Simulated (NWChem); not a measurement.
System: borazine (B₃N₃H₆); SMILES B1NBNBN1

```xyz
12

B     -1.4182    -0.2814     0.0000
N     -0.4531    -1.3328     0.0000
B      0.9528    -1.0875     0.0000
N      1.3808     0.2740     0.0000
B      0.4654     1.3689     0.0000
N     -0.9277     1.0588     0.0000
H     -2.6049    -0.5172     0.0000
H     -0.7784    -2.2904     0.0000
H      1.7503    -1.9973     0.0000
H      2.3728     0.4711     0.0000
H      0.8545     2.5145     0.0000
H     -1.5944     1.8193     0.0000
```
Atoms are numbered in this order, from 1.

Level: PBE0/def2-SVP (NWChem), optimised geometry, unscaled harmonic frequencies. 

### Question
List the harmonic frequencies with IR intensities, and the thermochemistry.

### Answer
```tsv
frequency (cm⁻¹)	IR intensity (km/mol)
290	0.0
290	0.0
411	20.4
524	0.5
524	0.5
719	0.0
719	0.0
728	59.4
868	0.0
926	0.0
926	0.0
939	189.4
946	0.0
946	0.0
948	0.0
1038	0.0
1074	0.7
1074	0.7
1261	0.0
1308	0.0
1391	0.6
1391	0.6
1504	520.4
1504	520.4
2610	302.3
2610	302.3
2621	0.0
3682	0.0
3684	72.8
3684	72.8
```

```
Item                                                                                Value
-----------------------------------------------------------------------  ----------------
zero-point energy                                                           58.8 kcal/mol
thermal correction to the enthalpy at 298.15 K (with zero-point energy)     62.6 kcal/mol
heat capacity Cv                                                         20.4 cal/(mol K)
entropy at 298.15 K and 1 atm (symmetry number 6)                        68.5 cal/(mol K)
dipole moment                                                                      0.00 D
```

Rigid rotor and harmonic oscillator.
